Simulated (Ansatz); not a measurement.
Calculated with Ansatz (gas phase, PBE0-D4/def2-TZVP geometries, no zero-point term in ΔE). CBS: MP2 limit from def2 TZ/QZ plus the TZ coupled-cluster correction, frozen cores. This one scheme is used for every species. DFT in def2-TZVPP. def2 core potentials past Kr. For I outer-core shells are correlated without core-valence functions, which leaves a few kJ/mol of doubt a bond. Each species was taken in one conformer, which may not be the lowest.

`C[Si](F)(P)Cl` + HI → `C[Si](F)(Cl)I` + PH₃  (cleavage of the Si–P bond)

```tsv
level	ΔE (kJ/mol)	difference from CCSD(T)/CBS
PBE-D4	-57.6	9.1
BLYP-D4	-60.0	6.7
ωB97X-V	-62.1	4.6
ωB97M-V	-64.4	2.3
PBE	-57.4	9.3
BLYP	-59.5	7.2
r2SCAN	-62.3	4.4
BHLYP	-65.4	1.3
LC-ωPBE	-59.3	7.4
CCSD(T)/def2-SVP	-59.1	7.6
CCSD/def2-TZVPP	-61.8	4.9
CCSD(T)/def2-TZVPP	-61.1	5.6
HF/def2-QZVPP	-71.5	-4.8
MP2/def2-QZVPP	-73.3	-6.6
SCS-MP2/def2-QZVPP	-71.3	-4.6
HF/CBS(def2)	-71.6	-4.9
CCSD(T)/CBS	-66.7	0
```

Largest T1 diagnostic among the species: 0.013.

At CCSD(T), def2-SVP lies +7.6 kJ/mol from the extrapolated value and def2-TZVPP +5.6 kJ/mol. Leaving LDA and LC-ωPBE aside and taking each functional with its dispersion term where it has one, the values, not all of them listed here, spread over 11.5 kJ/mol, from BHLYP-D4 to B97M-V. From BLYP to BHLYP (50 % exact exchange), in def2-TZVPP and without D4, ΔE moves by −5.9 kJ/mol.

CCSD(T)/CBS has its own doubt, a few kJ/mol and more with outer-core shells, so smaller differences from it don't rank the levels.
